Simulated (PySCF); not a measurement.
Gas-phase reaction: ZnH2 + I2 ⇌ ZnI2 + H2

Method: PySCF energies plus ideal-gas RRHO corrections (1 bar). † marks an energy on the PBE0/def2-TZVP geometry and frequencies. MP2 and CCSD(T) freeze the core. All species are closed-shell singlets. B3LYP is the form with VWN-RPA correlation. I: scalar-relativistic def2 core potential, no spin-orbit coupling. Zn: all electrons, no relativistic terms. ZnH2: computed as isolated molecules; such fragments, hydroxides, amides, oligomers or adducts are transient or little studied in the gas. MP2 isn't extrapolated to the basis-set limit; its ΔH°(298 K) is -311.2 kJ in def2-SVP and -159.5 kJ in def2-TZVPP. CCSD(T) isn't extrapolated to the basis-set limit; its ΔH°(298 K) is -295.4 kJ in def2-SVP and -161.2 kJ in def2-TZVPP. The harmonic model lacks anharmonicity and excited electronic states, which grow with temperature; levels with a mode under 35 cm⁻¹ are left out. Soft modes under 120 cm⁻¹ make the harmonic entropy rough for ZnI2.

```json
[
 {"level": "B3LYP/def2-TZVP†", "ΔE electronic, kJ": "-279", "ΔH°(298 K), kJ": "-276", "ΔS°(298 K), J/K": "-14", "ΔG°(1200 K), kJ": "-266"},
 {"level": "BLYP/def2-TZVP†", "ΔE electronic, kJ": "-263", "ΔH°(298 K), kJ": "-260", "ΔS°(298 K), J/K": "-14", "ΔG°(1200 K), kJ": "-250"},
 {"level": "CCSD(T)/def2-TZVPP†", "ΔE electronic, kJ": "-164", "ΔH°(298 K), kJ": "-161", "ΔS°(298 K), J/K": "-14", "ΔG°(1200 K), kJ": "-151"},
 {"level": "MP2/def2-SVP†", "ΔE electronic, kJ": "-314", "ΔH°(298 K), kJ": "-311", "ΔS°(298 K), J/K": "-14", "ΔG°(1200 K), kJ": "-301"},
 {"level": "MP2/def2-TZVPP†", "ΔE electronic, kJ": "-163", "ΔH°(298 K), kJ": "-160", "ΔS°(298 K), J/K": "-14", "ΔG°(1200 K), kJ": "-150"},
 {"level": "PBE0/def2-QZVP†", "ΔE electronic, kJ": "-291", "ΔH°(298 K), kJ": "-288", "ΔS°(298 K), J/K": "-14", "ΔG°(1200 K), kJ": "-278"},
 {"level": "r2SCAN/def2-TZVP†", "ΔE electronic, kJ": "-297", "ΔH°(298 K), kJ": "-294", "ΔS°(298 K), J/K": "-14", "ΔG°(1200 K), kJ": "-284"},
 {"level": "ωB97M-V/def2-TZVP†", "ΔE electronic, kJ": "-291", "ΔH°(298 K), kJ": "-288", "ΔS°(298 K), J/K": "-14", "ΔG°(1200 K), kJ": "-278"},
 {"level": "ωB97X-V/def2-TZVP†", "ΔE electronic, kJ": "-294", "ΔH°(298 K), kJ": "-290", "ΔS°(298 K), J/K": "-14", "ΔG°(1200 K), kJ": "-280"}
]
```
ΔH° is lowest at MP2/def2-SVP† and highest at MP2/def2-TZVPP†. No reference value is set beside these.
